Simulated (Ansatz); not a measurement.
Reaction: Si2H5Cl (chloro(silyl)silane, SMILES [SiH3][SiH2]Cl) → Si2H4Cl (SMILES [SiH3][SiH]Cl, doublet) + H (doublet) (the H-Si bond breaks)
Each species at its own B3LYP-D3(BJ)/def2-TZVP minimum (Ansatz, a program for electronic structure).

Total energies in hartree (Ansatz). UHF or UKS for unpaired electrons; spin-orbit terms are left out. Correlated methods leave the cores frozen. No relativity. For partners of very few electrons the exact lower level stands in for a higher one.

```tsv
species	HF/cc-pV(T+d)Z	CCSD(T)/cc-pV(T+d)Z	HF/cc-pV(Q+d)Z	CCSD(T)/cc-pV(Q+d)Z	CCSD(T)/cc-pV(D+d)Z	CCSDT(Q)/cc-pV(D+d)Z
1: Si2H5Cl (chloro(silyl)silane, SMILES Cl[SiH2][SiH3])	-1040.37350	-1040.89143	-1040.38420	-1040.93917	-1040.73902	-1040.74097
2: Si2H4Cl (SMILES [SiH3][SiH]Cl, doublet)	-1039.75625	-1040.24506	-1039.76657	-1040.29103	-1040.09775	-1040.09985
3: H (doublet)	-0.49981	-0.49981	-0.49995	-0.49995	-0.49928	-0.49928
```

Work out the bond dissociation energy (electronic) in kcal/mol: take Hartree-Fock from cc-pV(Q+d)Z, extrapolate the CCSD(T) correlation energy as X^-3 (X = 3, 4), and add CCSDT(Q) - CCSD(T) in cc-pV(D+d)Z. 1 hartree = 627.51 kcal/mol.


Species 1: correlation (64·(-0.55497) - 27·(-0.51793))/37 = -0.58200; step -0.00195; E1 = -1040.38420 + (-0.58200) + (-0.00195) = -1040.96815
Species 2: correlation (64·(-0.52446) - 27·(-0.48881))/37 = -0.55047; step -0.00210; E2 = -1039.76657 + (-0.55047) + (-0.00210) = -1040.31914
Species 3: correlation (64·(0.00000) - 27·(0.00000))/37 = 0.00000; step +0.00000; E3 = -0.49995 + (0.00000) + (+0.00000) = -0.49995
-1·E1 +1·E2 +1·E3 = 0.14906 hartree = 93.5 kcal/mol.
